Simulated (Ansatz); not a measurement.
Computed with Ansatz on PBE0-D4/def2-TZVP structures; ΔE is electronic, products minus reactants. CCSD(T)/CBS is the MP2 limit (def2-TZVPP, def2-QZVPP) plus CCSD(T) − MP2 in def2-TZVPP, frozen cores. DFT in def2-TZVPP. B3LYP here is the variant with VWN-RPA as its local correlation; programs differ in this. For Ge outer-core shells are correlated without core-valence functions, which leaves a few kJ/mol of doubt a bond. Scalar relativity is left out up to krypton. One conformer a species, not always the lowest.

Reaction (substitution at a C–Si bond): `C[Si](F)(F)CO` + `[SH][GeH3]` → `OC[S][GeH3]` + `C[SiH](F)F`

`C[Si](F)(F)CO`:

Z-matrix (Å, degrees):
```
C
Si 1 1.840
H 1 1.092 2 110.8
H 1 1.092 2 110.0 3 -119.6
H 1 1.092 2 110.9 3 120.3
F 2 1.600 1 109.0 3 -173.5
F 2 1.594 1 110.1 3 -56.9
C 2 1.869 1 115.5 3 67.9
O 8 1.427 2 109.8 1 64.6
H 8 1.099 2 111.6 1 -170.7
H 8 1.094 2 110.6 1 -52.7
H 9 0.961 8 108.2 2 62.7
```

`[SH][GeH3]`:

Z-matrix (Å, degrees):
```
Ge
S 1 2.224
H 1 1.536 2 110.4
H 1 1.533 2 104.8 3 119.2
H 1 1.536 2 110.4 3 -121.7
H 2 1.343 1 94.6 3 60.6
```

`OC[S][GeH3]`:

Z-matrix (Å, degrees):
```
C
S 1 1.831
O 1 1.392 2 115.0
H 1 1.096 2 108.5 3 127.1
H 1 1.090 2 105.1 3 -117.1
Ge 2 2.215 1 99.5 3 -85.0
H 3 0.962 1 109.1 2 61.8
H 6 1.539 2 110.0 1 -62.9
H 6 1.532 2 106.9 1 176.2
H 6 1.543 2 110.0 1 56.7
```

`C[SiH](F)F`:

Cartesian coordinates in Å:
```
C 0.628 0.307 0.699
Si -0.578 -0.258 -0.570
F -0.213 -1.732 -1.043
F -0.485 0.674 -1.856
H 1.645 0.289 0.301
H 0.591 -0.340 1.579
H 0.401 1.328 1.017
H -1.987 -0.267 -0.127
```

(1) Is it downhill or uphill in electronic energy at CCSD(T)/CBS, and by how much? (Best estimate.)

(2) What do these levels give: PBE-D4, B3LYP-D4, ωB97X-V, ωB97M-V, B2PLYP, PBE, HF/def2-TZVPP, MP2/def2-TZVPP, HF/def2-QZVPP, MP2/def2-QZVPP, HF/CBS(def2), CCSD/CBS(def2)? (Estimate.)

Largest T1 diagnostic among the species: 0.012.

Results:

(1) Computed: Uphill: ΔE = +7.1 kcal/mol.

(2) Ansatz gave: PBE-D4 7.0, B3LYP-D4 7.8, ωB97X-V 8.1, ωB97M-V 8.6, B2PLYP 7.5, PBE 7.0, HF/def2-TZVPP 8.2, MP2/def2-TZVPP 6.9, HF/def2-QZVPP 8.0, MP2/def2-QZVPP 6.5, HF/CBS(def2) 8.0, CCSD/CBS(def2) 7.7 kcal/mol.
